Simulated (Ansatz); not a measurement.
CH3I2In, SMILES `[CH3][In]([I])[I]` at its PBE0-D4/def2-TZVP geometry, where that method's forces vanish. Charge 0, multiplicity 1. In, I takes the def2 core potential.

```csv
atom,x (Å),y (Å),z (Å)
C1,-0.548,-0.272,1.006
In2,0.441,0.231,-0.819
I3,-0.438,-0.549,-3.205
I4,2.670,1.679,-0.910
H5,-0.335,0.492,1.753
H6,-1.620,-0.345,0.825
H7,-0.170,-1.235,1.349
```

(1) For each bond, give half the difference of the two atoms' forces along it (eV/Å; positive pushes the atoms apart) under PBE-D4, r2SCAN-D4, B3LYP-D4, ωB97M-V in def2-TZVPP. (Best estimate.)

Results:

(1) Computed: 
```tsv
bond	length (Å)	PBE-D4	r2SCAN-D4	B3LYP-D4	ωB97M-V
C1–In2	2.136	0.04	0.05	0.16	0.00
C1–H5	1.089	0.09	-0.03	-0.09	-0.03
C1–H6	1.089	0.09	-0.03	-0.09	-0.03
C1–H7	1.091	0.09	-0.03	-0.09	-0.03
In2–I3	2.659	0.12	0.04	0.13	-0.08
In2–I4	2.659	0.12	0.04	0.13	-0.08
```

B3LYP here is the variant with VWN-RPA as its local correlation; programs differ in this.
